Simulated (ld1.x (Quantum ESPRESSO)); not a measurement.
What one change does to a pseudopotential (Hg (Z = 80), TM semilocal)

ld1.x (Quantum ESPRESSO) 7.5 input, shortened:

```
&input
   title='Hg', zed=80., rel=1, dft='PBESOL', iswitch=3,
   config='[Xe] 4f14 5d10 6s0 6p0'
 /
 &inputp
   pseudotype=1, tm=.true., lloc=2,
   nlcc=.false.
 /
3
5S  1  0   2.00   0.00  1.20  1.20  0.0
5P  2  1   6.00   0.00  1.10  1.10  0.0
5D  3  2  10.00   0.00  1.80  1.80  0.0
 &test
   configts(1)='5s2 5p6 5d10 6s0 6p0'
 /
```

Change: wave 5s (bound): rc 1.20 bohr becomes 5s (bound): rc 1.46 bohr.

Cutoffs: the cutoffs (Ry, on a coarse ladder) from which the occupation-weighted sum of valence levels, in a spherical-Bessel basis at the reference potential, stays within 10 and 1 mRy of its value at 400 Ry; they do not see the model core or the augmentation charge, which bear on the density cutoff. Errors are all-electron minus pseudo energies relative to the spin-unpolarised reference configuration.

**Question.** How do hardness, ghosts and transferability respond?

**Answer.** The potential gets neither clearly harder nor softer (160 Ry and 230 Ry → 160 Ry and 230 Ry); the p channel sets the loose cutoff, while the largest relative change is in s, which becomes softer; of the 7 tests that both files solve, the error grows in 4 and shrinks in 0 by more than 15 % and 0.3 meV (median size 999.3 → 3722.4 meV); the range in which the s phases agree narrows (upper end -3.0 → -4.2); neither file shows a bound ghost at the reference potential, the only one tested. More of the atom is replaced by a form fitted at one configuration, so other configurations suffer. A semilocal file is local in each channel, so a ghost entry of none says nothing of the separable form that plane-wave codes build from it.

```tsv
quantity	base	changed
cutoff, loose	160 Ry	160 Ry
cutoff, tight	230 Ry	230 Ry
loose cutoff by channel (10 mRy a level)	s 100 Ry, p 80 Ry, d 40 Ry	s 60 Ry, p 80 Ry, d 40 Ry
bound ghosts	none	none
error for 5s2 5p6 5d10 6s2 6p0, meV [ΔE -29.74 eV]	+1664	+6276
error for 5s2 5p6 5d10 6s1 6p0, meV [ΔE -19.00 eV]	+999	+3722
error for 5s2 5p6 5d9 6s0 6p0, meV [ΔE 35.55 eV]	-6.7	-6.6
error for 5s2 5p6 5d10 6s0 6p1, meV [ΔE -11.50 eV]	+50	+50
error for 5s2 5p5 5d10 6s2 6p0, meV [ΔE 43.55 eV]	+2341	+8662
error for 5s2 5p6 5d9 6s2 6p1, meV [ΔE -19.33 eV]	+2082	+7596
error for 5s2 5p6 5d10 6s0 6p2, meV [ΔE -17.03 eV]	+70	+70
s: phases at 1.94 bohr within 0.05 rad from the reference energy up to (Ry; the scan ends near 5)	-3.0	-4.2
p: phases at 1.94 bohr within 0.05 rad from the reference energy up to (Ry; the scan ends near 5)	0.3	0.3
d: phases at 1.94 bohr within 0.05 rad from the reference energy up to (Ry; the scan ends near 5)	3.5	3.5
```

Changed file: These tests converged, but a pseudo level misses the all-electron one widely, so the file describes the atom poorly there or has found another state: 5s2 5p6 5d10 6s2 6p0: 6s by 2.0 eV; 5s2 5p6 5d10 6s1 6p0: 6s by 3.1 eV; 5s2 5p6 5d9 6s0 6p0: empty 6s by 5.5 eV; 5s2 5p6 5d10 6s0 6p1: empty 6s by 4.0 eV; 5s2 5p5 5d10 6s2 6p0: 6s by 3.0 eV; 5s2 5p6 5d9 6s2 6p1: 6s by 2.8 eV; 5s2 5p6 5d10 6s0 6p2: empty 6s by 2.9 eV.
